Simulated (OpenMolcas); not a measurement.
Tc4+ among 4 point charges of -2.5 e arranged as a tetrahedron (Td).

* Program: OpenMolcas
* Method: CASSCF
* Basis: ANO-RCC-VDZP [6s5p3d1f]
* Scalar Hamiltonian: DKH2, point nucleus
* Active space: 3 electrons in 5 orbitals (4d)
* State averaging: 2S+1 = 4 even, 10 roots; 2S+1 = 2 even, 40 roots
* Spin-orbit coupling: RASSI with atomic mean-field integrals over the reference wave functions

All point charges move together. At R = 1.75 Å |10Dq| is 6548 cm-1, and at R = 1.86 Å it is 5381 cm-1.

Q: A third run gives 3918 cm-1. What distance was it run at?

A: With a power law R^-n the two known points give n = -ln(5381 / 6548) / ln(1.86 / 1.75) = 3.22. Then R = 1.75 × (6548 / 3918)^(1/3.22) = 2.053 Å. The run was at 2.02 Å, so the estimate is off by +0.033 Å.

An orbital triplet at a regular site is open to Jahn-Teller coupling, which can distort the site and quench the lowest spin-orbit gaps and is left out. Without dynamic correlation the repulsion within the d shell is too large (B by tens of per cent), so at a given field states of lower spin stand too high. Point charges give a weaker field than real ligands, and real ions of this kind are as a rule low spin; the high spin found here belongs to the model. This is an electrostatic model: the charges have no orbitals. No measured value stands beside these numbers.
